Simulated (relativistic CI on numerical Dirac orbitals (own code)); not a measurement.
d1 in a ligand field

Computed with a parametric ligand-field model of a d^n configuration (Racah B and C, spin-orbit zeta, crystal field), exact diagonalisation.

Field parameters in Wybourne normalisation: Oh B⁴₀ = 21Dq, B⁴₄ = √(5/14) B⁴₀. The field is a parameter set, without covalency.

B = 870 cm⁻¹, C = 3950 cm⁻¹ (C/B = 4.54), Oh, no spin-orbit coupling. Tanabe-Sugano data, E/B above the lowest term (Δ = |10Dq|; b, c mark the second and third term of a kind):

```
 Δ/B   2T2     2E
 1.0  0.00   1.00
 5.0  0.00   5.00
 9.0  0.00   9.00
13.0  0.00  13.00
17.0  0.00  17.00
21.0  0.00  21.00
25.0  0.00  25.00
29.0  0.00  29.00
33.0  0.00  33.00
37.0  0.00  37.00
41.0  0.00  41.00
45.0  0.00  45.00
```

The ground term stays 2T2.
